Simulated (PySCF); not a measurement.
Curvature of the energy in the electron number along the halogens, charge +2

Calculated with PySCF 2.14, in x2c-TZVPall, spin-free X2C: one orbital is emptied in steps, and each cell gives the departure of E from the straight line at half an electron, in eV (from a cubic fit). The exact functional gives zero.

```tsv
species	orbital	LDA	PBE	r2SCAN	PBE0	BHandHLYP	LC-wPBE	wB97X	UHF
F²⁺	2p alpha	-2.92	-2.82	-2.53	-2.02	-1.22	-1.44	-1.38	0.39
Cl²⁺	3p alpha	-1.66	-1.62	-1.48	-1.17	-0.74	-0.43	-0.51	0.18
Br²⁺	4p alpha	-1.46	-1.42	-1.32	-1.03	-0.67	-0.29	-0.37	0.14
I²⁺	5p alpha	-1.24	-1.20	-1.11	-0.87	-0.57	-0.17	-0.25	0.11
```

Task: How does the mean departure depend on the functional?

Result: LDA -1.82 eV; PBE -1.76 eV; r2SCAN -1.61 eV; PBE0 -1.27 eV; BHandHLYP -0.80 eV; LC-wPBE -0.58 eV; wB97X -0.63 eV; UHF 0.20 eV. Semilocal functionals are convex (delocalisation error), Hartree-Fock is concave or straight, and exact exchange removes curvature roughly in proportion to its share, so among the functionals the range-separated hybrids usually come closest to zero.

No spin-orbit coupling is included.
